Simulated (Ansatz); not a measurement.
Geometry optimisation, UKS PBE0-D4/6-31G (Ansatz 0.2.0).

Input file:

```yaml
crystal:
  periodic: [false, false, false]
  atoms:
    - { symbol: "N", position_ang: [0.3809, -2.2687, -0.4061] }
    - { symbol: Si, position_ang: [1.1313, -1.1475, 0.7629] }
    - { symbol: C, position_ang: [0.8571, 0.6444, 0.2611] }
    - { symbol: Al, position_ang: [-0.9587, 1.1501, 0.4273] }
    - { symbol: "N", position_ang: [-1.995, 1.6955, -1.136] }
    - { symbol: F, position_ang: [-1.8695, 1.0338, 2.0193] }
    - { symbol: H, position_ang: [-0.6642, -2.0189, -0.3692] }
    - { symbol: H, position_ang: [0.6968, -1.9134, -1.3725] }
    - { symbol: H, position_ang: [0.5811, -1.359, 2.1469] }
    - { symbol: H, position_ang: [2.5773, -1.4385, 0.8065] }
    - { symbol: H, position_ang: [0.3781, 1.81079, 0.81207] }
    - { symbol: H, position_ang: [1.2451, 0.7961, -0.7554] }
    - { symbol: H, position_ang: [-1.957, 0.9623, -1.8373] }
    - { symbol: H, position_ang: [-1.5154, 2.5418, -1.4865] }
magnetization:
  spin_polarized: true
basis:
  gaussian: { orbitals: "6-31G" }
hamiltonian:
  xc: pbe0
  dispersion: d4
relax:
  f_tol: 0.02
  max_steps: 50
```

Command:

```bash
$ ansatz run input.yaml --threads 2 --pin off --max-ram 3072MiB --backend cpu --events-out ev --progress --plain --runs-dir out
```

**Question.** Where does it end, and by what steps?

**Answer.** The forces met the threshold. Limits of this set-up: no polarisation functions. After 25 steps the energy has fallen by 5.698 eV; H10 moved furthest, 1.26 Å. Parted: Al4–H11. Joined: N1–Al4, Si2–Al4, C3–H11.

```tsv
step	energy less start (eV)	largest force component (eV/Å)	accepted
0	0.0000	6.611	yes
1	-1.9982	3.470	yes
2	-3.0886	1.897	yes
3	-3.6123	1.074	yes
4	-3.9564	0.696	yes
5	-4.2573	0.565	yes
6	-4.3843	1.706	yes
7	-4.5340	0.958	yes
8	-4.7039	0.672	yes
9	-4.9671	0.565	yes
10	-5.3218	0.387	yes
11	-5.3966	1.496	yes
12	-5.4976	0.396	yes
13	-5.5314	0.216	yes
14	-5.5560	0.297	yes
15	-5.5811	0.476	yes
16	-5.5986	0.754	yes
17	-5.6182	0.687	yes
18	-5.6479	0.223	yes
19	-5.6558	0.431	yes
20	-5.6757	0.587	yes
21	-5.6856	0.303	yes
22	-5.5958	0.932	no
23	-5.6971	0.028	yes
24	-5.6978	0.059	yes
25	-5.6980	0.017	yes
```

```xyz
14
Properties=species:S:1:pos:R:3
N -0.351 -1.367 -0.040
Si 1.338 -0.833 0.622
C 0.877 0.983 0.730
Al -0.981 0.588 0.053
N -1.461 1.242 -1.558
F -2.235 0.399 1.235
H -0.905 -1.968 0.569
H -0.364 -1.747 -0.984
H 1.540 -1.602 1.895
H 2.334 -1.259 -0.418
H 0.904 1.390 1.745
H 1.466 1.633 0.076
H -2.380 1.139 -1.964
H -0.895 1.890 -2.087
```

Whether the end is a true minimum wasn't checked by a vibrational analysis.

Run time: 2.1 min on 2 threads of Arm Neoverse V2, with other jobs on the host, peak memory 0.29 GiB.
